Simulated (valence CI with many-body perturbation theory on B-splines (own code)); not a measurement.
E1 line list for Tm⁶⁴⁺

Level of theory: configuration interaction combined with many-body perturbation theory (CI+MBPT): three valence electrons over a frozen Dirac-Fock core [He], a basis of 11 s, 11 p, 9 d, 7 f, 5 g, 2 h, 1 i functions for each j, with the one-electron correlation potential Σ1, the two-electron term Σ2, the three-electron term Σ3, Breit, model QED; selected CI, second order for the rest (own B-spline code, finite nucleus).

No measured spectrum was set against this ion. As an estimate, large intervals hold to a few tenths of a per cent, small ones and those within an open d or f shell to about a per cent.

Lines 151 to 200 of 276 in falling wavelength, among levels below 89392 × 10³ cm⁻¹, chosen from the strongest by gf and those to the six lowest levels. Wavelengths and rates use the calculated energies. Electric multipoles are in the length gauge, E1 and E2 with the static RPA response of the core. Weak lines are less certain than strong ones. Lines between different terms over intervals too small for the method are left out, as are lines whose strength nearly cancels. The highest levels of a list are the least certain.

Levels are named by their leading jj configuration (3d3/2^4 stands for four electrons in 3d with j = 3/2), which in mixed levels can hold well under half, so a name can repeat and another be missing. Letters in brackets count levels of one name in rising energy.

```
λ vac (Å)                          Upper                       Lower   A (s⁻¹)  log gf  Branch %
    1.468  (2p1/2 2p3/2 3d5/2) J=5/2 [a]       (2p1/2 2p3/2^2) J=3/2  7.86e+14    0.18      68.0
    1.468     (2s 2p1/2 3d3/2) J=3/2 [b]  (2s 2p1/2 2p3/2) J=3/2 [a]  1.13e+14   -0.84       7.1
    1.468  (2p1/2 2p3/2 3d5/2) J=7/2 [b]       (2p1/2 2p3/2^2) J=5/2  1.85e+15    0.68      99.5
    1.467         (2s 2p1/2 3d3/2) J=1/2  (2s 2p1/2 2p3/2) J=3/2 [a]  2.76e+13   -1.75       1.9
    1.466     (2s 2p1/2 3d5/2) J=5/2 [a]      (2s 2p1/2 2p3/2) J=5/2  2.44e+13   -1.33       2.0
    1.465  (2p1/2 2p3/2 3d5/2) J=5/2 [b]       (2p1/2 2p3/2^2) J=3/2  1.11e+15    0.33      64.5
    1.463     (2s 2p3/2 3d5/2) J=5/2 [b]          (2s 2p3/2^2) J=3/2  1.44e+15    0.44      95.4
    1.463     (2s 2p3/2 3d3/2) J=3/2 [b]          (2s 2p3/2^2) J=5/2  1.16e+14   -0.83      11.1
    1.463     (2s 2p3/2 3d5/2) J=3/2 [b]          (2s 2p3/2^2) J=3/2  3.40e+14   -0.36      28.8
    1.462     (2s 2p3/2 3d5/2) J=3/2 [b]          (2s 2p3/2^2) J=1/2  8.18e+14    0.02      69.1
    1.462         (2s 2p1/2 3d5/2) J=7/2      (2s 2p1/2 2p3/2) J=5/2  1.17e+15    0.48     100.0
    1.462  (2p1/2 2p3/2 3p3/2) J=5/2 [a]          (2s 2p3/2^2) J=3/2  2.57e+14   -0.31      46.3
    1.461     (2s 2p3/2 3d5/2) J=5/2 [a]          (2s 2p3/2^2) J=5/2  8.73e+14    0.22      65.6
    1.460     (2s 2p1/2 3d5/2) J=5/2 [b]      (2s 2p1/2 2p3/2) J=5/2  1.45e+14   -0.56      12.5
    1.460     (2s 2p1/2 3d5/2) J=5/2 [a]  (2s 2p1/2 2p3/2) J=3/2 [a]  1.06e+15    0.31      88.1
    1.460         (2s 2p1/2 3d5/2) J=3/2      (2s 2p1/2 2p3/2) J=5/2  8.09e+12   -1.99       0.7
    1.459     (2s 2p3/2 3d5/2) J=7/2 [a]          (2s 2p3/2^2) J=5/2  1.65e+15    0.63      98.9
    1.458             (2s^2 3d5/2) J=5/2          (2s^2 2p3/2) J=3/2  1.18e+15    0.35     100.0
    1.453     (2s 2p1/2 3d5/2) J=5/2 [b]  (2s 2p1/2 2p3/2) J=3/2 [a]  9.33e+13   -0.75       8.0
    1.453         (2s 2p1/2 3d5/2) J=3/2  (2s 2p1/2 2p3/2) J=3/2 [a]  5.38e+13   -1.17       4.7
    1.452          (2p1/2^2 3p3/2) J=3/2      (2s 2p1/2 2p3/2) J=1/2  2.30e+13   -1.54       6.9
    1.449         (2s 2p1/2 3p3/2) J=5/2          (2s^2 2p3/2) J=3/2  4.44e+13   -1.08      92.3
    1.449     (2s 2p3/2 3d5/2) J=7/2 [b]          (2s 2p3/2^2) J=5/2  3.90e+14   -0.01      92.5
    1.434          (2p1/2^2 3p3/2) J=3/2  (2s 2p1/2 2p3/2) J=3/2 [a]  1.20e+12   -2.83       0.4
    1.397             (2s^2 3p1/2) J=1/2          (2s 2p1/2^2) J=1/2  1.33e+12   -3.11      16.4
    1.385        (2s 2p3/2 3s) J=3/2 [a]      (2s 2p1/2 2p3/2) J=1/2  4.14e+12   -2.32       1.7
    1.385          (2p1/2^2 3d5/2) J=5/2          (2s^2 2p3/2) J=3/2  6.39e+11   -2.96       0.1
    1.385        (2s 2p1/2 3s) J=1/2 [a]          (2s 2p1/2^2) J=1/2  2.48e+13   -1.85      13.2
    1.381            (2s 2p1/2 3s) J=3/2          (2s 2p1/2^2) J=1/2  4.81e+13   -1.26      22.8
    1.379            (2s 2p3/2 3s) J=5/2      (2s 2p1/2 2p3/2) J=5/2  3.42e+13   -1.23      23.6
    1.376        (2s 2p1/2 3s) J=1/2 [b]          (2s 2p1/2^2) J=1/2  8.81e+12   -2.30       5.5
    1.375            (2s 2p3/2 3s) J=1/2      (2s 2p1/2 2p3/2) J=1/2  8.98e+12   -2.29       3.3
    1.375        (2s 2p3/2 3s) J=3/2 [a]      (2s 2p1/2 2p3/2) J=5/2  2.98e+13   -1.47      12.5
    1.374        (2s 2p3/2 3s) J=3/2 [b]      (2s 2p1/2 2p3/2) J=1/2  1.57e+13   -1.75      11.8
    1.373            (2s 2p3/2 3s) J=5/2  (2s 2p1/2 2p3/2) J=3/2 [a]  2.63e+13   -1.35      18.1
    1.372                (2s^2 3s) J=1/2          (2s^2 2p1/2) J=1/2  4.92e+13   -1.56      23.4
    1.369        (2s 2p3/2 3s) J=3/2 [a]  (2s 2p1/2 2p3/2) J=3/2 [a]  8.39e+12   -2.03       3.5
    1.349             (2s^2 3p3/2) J=3/2          (2s 2p1/2^2) J=1/2  6.94e+12   -2.12      57.9
    1.341      (2p1/2 2p3/2 3p1/2) J=1/2      (2s 2p1/2 2p3/2) J=1/2  6.40e+13   -1.46      10.2
    1.341  (2p1/2 2p3/2 3p1/2) J=3/2 [a]      (2s 2p1/2 2p3/2) J=1/2  1.88e+14   -0.69      29.2
    1.339      (2p1/2 2p3/2 3p1/2) J=5/2  (2s 2p1/2 2p3/2) J=3/2 [b]  2.79e+14   -0.35      43.5
    1.339     (2s 2p1/2 3p1/2) J=1/2 [a]          (2s^2 2p1/2) J=1/2  1.45e+14   -1.11      98.2
    1.335     (2s 2p3/2 3p1/2) J=3/2 [a]          (2s^2 2p3/2) J=3/2  1.26e+14   -0.87      98.5
    1.335         (2s 2p3/2 3p1/2) J=5/2          (2s^2 2p3/2) J=3/2  3.23e+14   -0.29      99.1
    1.335         (2s 2p1/2 3p1/2) J=3/2          (2s^2 2p1/2) J=1/2  3.82e+14   -0.39      99.5
    1.333  (2p1/2 2p3/2 3p1/2) J=3/2 [b]      (2s 2p1/2 2p3/2) J=1/2  4.93e+13   -1.28       9.6
    1.332          (2p1/2^2 3p1/2) J=1/2          (2s 2p1/2^2) J=1/2  7.54e+14   -0.40      99.4
    1.331  (2p1/2 2p3/2 3p1/2) J=3/2 [a]      (2s 2p1/2 2p3/2) J=5/2  1.21e+14   -0.89      18.8
    1.329      (2p1/2 2p3/2 3p1/2) J=5/2      (2s 2p1/2 2p3/2) J=5/2  2.95e+14   -0.33      46.1
    1.329     (2s 2p1/2 3p1/2) J=1/2 [b]          (2s^2 2p1/2) J=1/2  1.88e+14   -1.00      97.8
```
